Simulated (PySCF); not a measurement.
One of the candidates below gave these computed data.

All candidates are C3H4F4Si.

* Triplet: lowest triplet excitation (Tamm–Dancoff): 4.89 eV [TDA PBE0/def2-SVPD]
* 13C NMR: chemical shifts (computed TMS as zero) by class: 135.4 (1 C), 84.4 (1 C), 8.1 (1 C) ppm [GIAO PBE0/pcSseg-1]
* Dipole: 3.46 D [PBE0/def2-SVPD]
* Rotational structure: rotational constants A, B, C: 2.546, 1.412, 1.251 GHz [GFN2-xTB]
* NMR, other nuclei: isotropic shieldings of nuclei other than C and H, by class: 257 (3 F), 413 (1 F), 480 (1 Si) ppm [GIAO PBE0/pcSseg-1]
* 1H NMR: chemical shifts (computed TMS as zero) by class: 3.29 (1 H), 3.24 (1 H), 1.48 (1 H), 1.33 (1 H) ppm [GIAO PBE0/pcSseg-1]

The electronic properties come from PySCF, for the isolated species, density fitting. Levels stand in brackets. Isolated species at its GFN2-xTB geometry, gas phase. Each NMR value is the plain mean over a class of atoms that symmetry, rotation or inversion makes alike.

Task: Which candidate is it?
A. `F[SiH2]CC(F)=C(F)F`
B. `FC(F)(F)[C@@]1(F)C[SiH2]1`
C. `F/C([SiH3])=C\C(F)(F)F`

Result: B. It is `FC(F)(F)[C@@]1(F)C[SiH2]1`. Numbering: `[F:1][C:2]([F:3])([F:4])[C@@:5]1([F:6])[CH2:7][SiH2:8]1`. Its formula, C3H4F4Si, gives 1 degree of unsaturation: 1 ring and 0 π bonds in the structure found. 3 carbons fall into 3 classes; from least to most shielded: CF3 carbon [C2] (135.4 ppm), sp3 C–F carbon [C5] (84.4 ppm), ring sp3 carbon bound to silicon [C7] (8.1 ppm). Hydrogen classes from least to most shielded: 1 H on an SiH2 silicon, Si8 (3.29 ppm), 1 H on an SiH2 silicon, Si8 (3.24 ppm), 1 H on an sp3 carbon bound to silicon, C7 (1.48 ppm), 1 H on an sp3 carbon bound to silicon, C7 (1.33 ppm). The other shieldings belong to: 257 ppm, fluorine of a CF3 group [F1/F3/F4]; 413 ppm, alkyl fluorine [F6]; 480 ppm, SiH2 silicon [Si8]. The optimised geometry has point group C1 and is an asymmetric top.

The others, at the same levels:
- `F/C([SiH3])=C\C(F)(F)F` fails: its computed 13C shifts are 182.9 (1 C), 130.7 (1 C), 123.7 (1 C) ppm, 1H shifts are 5.67 (1 H), 4.23 (3 H) ppm and rotational constant A is 3.521 GHz (against 2.546 GHz).
- `F[SiH2]CC(F)=C(F)F` fails: its computed 13C shifts are 166.8 (1 C), 134.2 (1 C), 18.5 (1 C) ppm, 1H shifts are 5.27 (2 H), 2.34 (2 H) ppm and rotational constant A is 3.304 GHz (against 2.546 GHz).

Each candidate is one conformer, not necessarily the lowest. Dipoles, sizes and rotational constants follow the conformer. The torsions of the flexible species, by atom-mapped SMILES:
- `[F:1][C:2]([F:3])([F:4])[C@@:5]1([F:6])[CH2:7][SiH2:8]1`: F1–C2–C5–F6 175°
- `[F:1]/[C:2]([SiH3:3])=[CH:4]\[C:5]([F:6])([F:7])[F:8]`: C2–C4–C5–F6 -67°
- `[F:1][SiH2:2][CH2:3][C:4]([F:5])=[C:6]([F:7])[F:8]`: F1–Si2–C3–C4 -179°, Si2–C3–C4–F5 -69°
